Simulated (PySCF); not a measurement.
Atom-mapped SMILES (the numbers label the heavy atoms): `[N:1]#[C:2][C:3]([F:4])([C:5]#[N:6])[O:7][C:8]([F:9])([F:10])[F:11]`.

Gas phase, no relativistic terms, one conformer, rapidly exchanging positions averaged. σ from GIAO-PBE0/pcSseg-1; GFN2-xTB geometry; PySCF.

Chemical shifts δ = σref − σ; ¹³C against TMS; ¹⁵N against NH3; ¹⁹F vs CFCl3; ¹⁷O against H2O, all at this level.

```tsv
atoms	nucleus	count	δ (ppm)
C3	¹³C	1	90.2
C2/C5	¹³C	2	113.6
C8	¹³C	1	?
F4	¹⁹F	1	-109.4
O7	¹⁷O	1	177.0
N1/N6	¹⁵N	2	?
F9/F10/F11	¹⁹F	3	-66.3
```

Question: Complete the table.

Answer: 
- C8: 129.1 ppm, CF3 carbon; 4 electronegative neighbours deshield it
- N1/N6: 325.3 ppm, nitrile nitrogen

Shifts are as computed. Against solution values, carbons near 30 ppm lie about +3 ppm off and those near 130 ppm about +5 ppm (rms about the fit 2.1 ppm; single classes can miss by 10 ppm). Of 1328 compounds with measured shifts, 309 miss one by over three times the rms of a fit or turn the order of signals round; such compounds aren't used in these exercises. Signals without a measured value on file couldn't be tested in this way; 1H shifts scatter by 0.2 ppm about their fit, and single ones miss by 0.5 ppm. Unscaled 19F shifts against computed CFCl3 carry errors that often reach 10 to 50 ppm. Experimental scales use liquid or dissolved standards, which lie at an offset from isolated NH3 (liquid NH3: subtract about 20 ppm) and H2O (liquid H2O: subtract about 36 ppm). Unscaled 15N shifts of sp2 nitrogen often come out too high even then, by a few to some tens of ppm.
